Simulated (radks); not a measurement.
The antimony ion Sb2+ inside a hard spherical wall (all orbitals vanish at R), configuration held at [Kr] 4d10 5s2 5p1 and not refilled when levels cross. Method: scalar-relativistic Kohn-Sham, PBE, spin-polarised, spherical densities, finite nucleus; open shells are filled with parallel spins first (spin-orbit coupling, left out, can overturn this in heavy ions); Fermi nuclear charge, rms radius 4.6802 fm; computed with a radial shooting solver on a logarithmic mesh with Libxc functionals. Eigenvalues in eV for spin up, with the zero of energy where the potential of the charges vanishes at infinity; a dash marks a level that is unbound or too diffuse for the functional's potential to be trusted. A positive occupied level is held by the wall or, in an anion where self-interaction has pushed it up, behind a barrier. The pressure on the wall is -dE/dV.

R (bohr)	E (hartree)	kinetic (hartree)	e(4p)	e(4d)	e(5s)	e(5p)	e(6s, empty)	e(5d, empty)	pressure (GPa)
free	-6480.38484	6777.463	-120.23	-51.905	-29.824	-20.514	-10.023	-9.808	0
20	-6480.38484	6777.463	-120.23	-51.905	-29.824	-20.514	-10.023	-9.808	< 0.0001
15	-6480.38484	6777.463	-120.23	-51.905	-29.824	-20.514	-10.022	-9.808	< 0.0001
10	-6480.38484	6777.463	-120.23	-51.905	-29.824	-20.514	-9.977	-9.795	< 0.0001
8	-6480.38478	6777.464	-120.22	-51.901	-29.821	-20.510	-9.603	-9.679	0.00491
5	-6480.36120	6777.661	-119.66	-51.359	-29.372	-19.771	-1.525	-6.657	4.14
4	-6480.23322	6778.444	-118.05	-49.819	-27.669	-17.100	13.402	-0.600	41.1
3.5	-6479.99944	6779.645	-116.12	-47.996	-25.041	-13.266	30.056	6.469	139
2.5	-6477.53433	6790.346	-104.92	-37.043	-2.791	15.507	123.80	48.679	2330
2	-6471.14042	6815.697	-86.902	-17.761	44.362	70.825	266.69	116.25	13800
1.5	-6442.77254	6916.004	-32.210	44.503	209.79	249.82	657.57	307.88	121000
